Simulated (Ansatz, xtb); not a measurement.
**Ranking isomers of C7H5NO**

8 gas-phase structures of C7H5NO, from a drawn sample of its isomers (lower ones may exist). Each was relaxed with GFN2-xTB; where two conformers were screened, the lower at r2SCAN-D4/def2-SVP is listed:

A. `C#Cn1ccc(C=O)c1`, a singlet
B. `C#Cc1c[nH]cc1C=O`, a singlet
C. `C#Cc1cc[nH]c1C=O`, a singlet
D. `C#Cc1ccn(C=O)c1`, a singlet
E. `C#Cc1[nH]ccc1C=O`, a singlet
F. `C#Cc1c[nH]c(C=O)c1`, a singlet
G. `C#Cc1cc(C=O)c[nH]1`, a singlet
H. `C#Cc1ccc(C=O)[nH]1`, a singlet

Task: Which do you expect lowest at r2SCAN-D4/def2-SVP, and how would the others follow?

Result: Calculated order at r2SCAN-D4/def2-SVP: H (0.0), C (0.2), F (0.9), D (3.7), E (3.8), G (4.2), B (5.1), A (20.3) kcal/mol. Less than 1 kcal/mol parts H and C; C and F; D and E; E and G; G and B, so the order within those pairs means little.

Energies above the lowest of each column, in kcal/mol; the last columns are at B3LYP-D3(BJ)/def2-SVP geometries and were run for some of them only (a dash: not run or not comparable):

| structure | GFN2-xTB | HF/STO-3G | r2SCAN-D4/def2-SVP | B3LYP-D3(BJ)/def2-SVP | CCSD(T)/def2-SVP + ΔMP2/def2-TZVPP |
| --- | --- | --- | --- | --- | --- |
| H | 4.7 | 3.0 | 0.0 | 0.0 | 0.3 |
| C | 5.0 | 2.9 | 0.2 | 0.0 | 0.0 |
| F | 6.1 | 2.8 | 0.9 | 0.6 | 0.3 |
| D | 0.0 | 0.0 | 3.7 | 2.6 | 1.3 |
| E | 7.5 | 3.7 | 3.8 | 3.2 | 2.8 |
| G | 7.7 | 3.2 | 4.2 | 3.5 | 3.1 |
| B | 8.3 | 3.6 | 5.1 | – | – |
| A | 7.9 | 13.9 | 20.3 | – | – |

CCSD(T)/def2-SVP + ΔMP2/def2-TZVPP puts C lowest of those it was run on, with F and H within 1 kcal/mol; GFN2-xTB picks D, HF/STO-3G picks D. CCSD(T)/def2-SVP + ΔMP2/def2-TZVPP orders those it was run on as C (0.0), H (0.3), F (0.3), D (1.3), E (2.8), G (3.1) kcal/mol. Less than 1 kcal/mol parts C and H; H and F; F and D; E and G, so the order within those pairs means little. Some further structures that were screened fall inside this span and aren't listed. Flexible structures stand in one conformer each, not always the lowest. Frequencies (GFN2-xTB) were run for C, D, E, F, G, H alone. ΔMP2 is the change of the MP2 energy from the smaller to the larger basis.

Over these structures GFN2-xTB departs from r2SCAN-D4/def2-SVP by 4.6 kcal/mol on average once a common shift is removed. A GFN2-xTB relaxation took about 0.21 s and the r2SCAN-D4/def2-SVP energy about 5.7 s on a shared host (Ansatz 0.2.0, xtb 6.7.1).
